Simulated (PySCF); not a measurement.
**Electron correlation in Ne³⁺ (neon, charge +3)**

[He] 2s2 2p3, high-spin 4S determinant. Calculation: PySCF 2.14, in x2c-QZVPPall with one added diffuse shell each of s, p, d, f type (8s5p4d3f1g, 73 functions); the spin-free X2C one-electron Hamiltonian (Gaussian nucleus). Frozen: 1s2; 5 electrons correlated.

MP2 pair energies summed by pair of shells (mhartree):

| pair | energy | share (%) |
| --- | --- | --- |
| 2s-2p | -73.01 | 67.1 |
| 2p-2p | -25.01 | 23.0 |
| 2s-2s | -10.86 | 10.0 |

Total MP2 correlation energy: -108.88 mhartree.

Same-spin part -30.84 and opposite-spin part -78.04 mhartree; SCS-MP2 scales them by 1/3 and 6/5 to -103.93 mhartree.
